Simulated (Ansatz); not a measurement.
Cost and result for the atomization energy of `F[Si]1(F)O[SiH2]1` (7 atoms, 7 bonds).

```xyz
7

F     1.9903    1.0021    0.8159
Si    0.7948   -0.0214    0.6955
F     1.0993   -1.1379    1.7688
O     0.5237   -0.5870   -0.8287
Si   -0.9882    0.1743   -0.5328
H    -1.2772    1.3240   -1.4219
H    -2.1426   -0.7541   -0.4968
```

The species carries charge 0 and has multiplicity 1. Geometry: relaxed with PBE0-D4/def2-TZVP. Program: Ansatz. All runs use 4 threads of a server CPU on a shared host. Times are those of one run each, without the atoms' runs, and a repeat can differ threefold. Electronic energies, without spin–orbit coupling; frozen cores. CCSD(T)/CBS adds CCSD(T) − MP2 in def2-TZVPP to the MP2 limit, and its time is that of the two runs behind it. T1 = 0.014.

CCSD(T)/CBS is a level of theory with its own doubt, some kJ/mol a heavy atom from the limit and from the frozen cores, so smaller differences don't rank the functionals.

```json
{"level": "LDA (SPW92)/def2-TZVPP", "functions": "205", "wall time": "1 s", "atomization (kcal/mol)": "753.2", "difference from CCSD(T)/CBS": "94.9", "per bond": "13.6"}
{"level": "revPBE-D4/def2-TZVPP", "functions": "205", "wall time": "1.7 s", "atomization (kcal/mol)": "640.4", "difference from CCSD(T)/CBS": "-17.9", "per bond": "-2.6"}
{"level": "PBE-D4/def2-TZVPP (with forces)", "functions": "205", "wall time": "2.1 s", "atomization (kcal/mol)": "660.7", "difference from CCSD(T)/CBS": "2.4", "per bond": "0.3"}
{"level": "PBE0-D4/def2-TZVPP", "functions": "205", "wall time": "2.7 s", "atomization (kcal/mol)": "642.9", "difference from CCSD(T)/CBS": "-15.4", "per bond": "-2.2"}
{"level": "CAM-B3LYP-D4/def2-TZVPP", "functions": "205", "wall time": "2.9 s", "atomization (kcal/mol)": "654.4", "difference from CCSD(T)/CBS": "-3.9", "per bond": "-0.6"}
{"level": "BHLYP-D4/def2-TZVPP", "functions": "205", "wall time": "3.5 s", "atomization (kcal/mol)": "622.7", "difference from CCSD(T)/CBS": "-35.6", "per bond": "-5.1"}
{"level": "CCSD(T)/def2-SVP", "functions": "88", "wall time": "3.6 s", "atomization (kcal/mol)": "586.6", "difference from CCSD(T)/CBS": "-71.7", "per bond": "-10.3"}
{"level": "PBE-QIDH/def2-TZVPP", "functions": "205", "wall time": "4.7 s", "atomization (kcal/mol)": "644.3", "difference from CCSD(T)/CBS": "-14.0", "per bond": "-2.0"}
{"level": "ωB97X-V/def2-TZVPP", "functions": "205", "wall time": "7 s", "atomization (kcal/mol)": "657.5", "difference from CCSD(T)/CBS": "-0.8", "per bond": "-0.1"}
{"level": "ωB97M-V/def2-TZVPP (with forces)", "functions": "205", "wall time": "11 s", "atomization (kcal/mol)": "655.0", "difference from CCSD(T)/CBS": "-3.3", "per bond": "-0.5"}
{"level": "MP2/def2-QZVPP", "functions": "371", "wall time": "14 s", "atomization (kcal/mol)": "675.1", "difference from CCSD(T)/CBS": "16.8", "per bond": "2.4"}
{"level": "CCSD(T)/def2-TZVPP", "functions": "205", "wall time": "80 s", "atomization (kcal/mol)": "634.9", "difference from CCSD(T)/CBS": "-23.4", "per bond": "-3.4"}
{"level": "CCSD(T)/CBS(def2)", "functions": "–", "wall time": "93 s", "atomization (kcal/mol)": "658.3", "difference from CCSD(T)/CBS": "0.0", "per bond": "0.0"}
```

The D4 term adds +6.2 kcal/mol with B3LYP and +3.2 kcal/mol with PBE0; it sums over pairs of atoms, weighted by their polarisabilities, and B3LYP, whose exchange is more repulsive, gets the larger term. In def2-TZVPP, CCSD(T) changes the Hartree–Fock value by +167.6 kcal/mol (the triples alone add +11.8 kcal/mol) and MP2 by +193.2 kcal/mol; breaking electron pairs costs correlation energy, which Hartree–Fock lacks. From PBE to PBE0 (25 % exact exchange), in def2-TZVPP and without D4, the atomization energy moves by −17.2 kcal/mol: exact exchange takes away binding that semilocal exchange gives to molecules.

B3LYP here is the variant with VWN-RPA as its local correlation; programs differ in this.
